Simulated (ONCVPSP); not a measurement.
lithium (Li): excitation energies, all-electron against ONCV

lithium, optimised norm-conserving Vanderbilt (ONCV), made with ONCVPSP 4.0.1 (PBE, scalar-relativistic). Core none, reference 1s2 2s0.5 2p0.5. Waves: 1s+2s: rc 1.35 bohr, ncon 4, nbas 7, qcut 11.6 1/bohr, 2 projectors; 2p: rc 4.00 bohr, ncon 3, nbas 7, qcut 1.9 1/bohr, 1 projector; d scattering state at 0.19 Ha: rc 4.10 bohr, ncon 4, nbas 7, qcut 2 1/bohr, 2 projectors, debl 2.6 Ha. Local part: polynomial inside 1.05 bohr (lpopt 5, dvloc0 3 Ha). Core correction: none.

Energies are relative to the spin-unpolarised reference configuration 1s2 2s0.5 2p0.5; without spin polarisation the order of configurations can differ from experiment.

```json
{"valence configuration": "1s2 2s1 2p0", "charge": "0", "ΔE all-electron (eV)": "-0.893", "error AE − PS (meV)": "-4.9"}
{"valence configuration": "1s2 2s0.5 2p0", "charge": "+0.5", "ΔE all-electron (eV)": "1.155", "error AE − PS (meV)": "+4.7"}
{"valence configuration": "1s1 2s1 2p0", "charge": "+1", "ΔE all-electron (eV)": "67.513", "error AE − PS (meV)": "+1099"}
```

Question: What are ΔE and the potential's error for 1s2 2s0 2p0?

Answer: ΔE = 4.403 eV all-electron; the error (AE − PS) is +20 meV.

Levels in the configuration 1s1 2s1 2p0:

```csv
level,all-electron (eV),pseudo (eV)
1s,-85.981,-83.521
2s,-12.401,-12.274
```
